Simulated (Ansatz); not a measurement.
C2H6OSSi, SMILES `S[SiH]1CCO1`. Charge 0, multiplicity 1.

Z-matrix (Å, degrees):
```
Si
C 1 1.869
C 1 2.270 2 42.4
S 1 2.128 2 116.4 3 116.2
O 1 1.664 2 82.0 3 0.2
H 1 1.484 2 120.9 3 -112.4
H 2 1.089 1 116.8 3 -113.9
H 2 1.089 1 116.8 3 114.0
H 3 1.093 1 125.4 2 95.6
H 3 1.093 1 124.8 2 -95.8
H 4 1.342 1 94.0 2 155.6
```

Q: Give the diagnostics of a CCSD(T)/def2-TZVPP run (frozen core, the Gaussian-basis code of Ansatz). (An estimate is asked.)

A: Ansatz gave: T1 = 0.0119, largest single amplitude 0.011, largest double 0.021, (T) share of the correlation energy 4.1 %, 9 CCSD cycles. The RHF solution is stable towards an unrestricted one. T1 lies under the customary mark of 0.02 for closed shells.
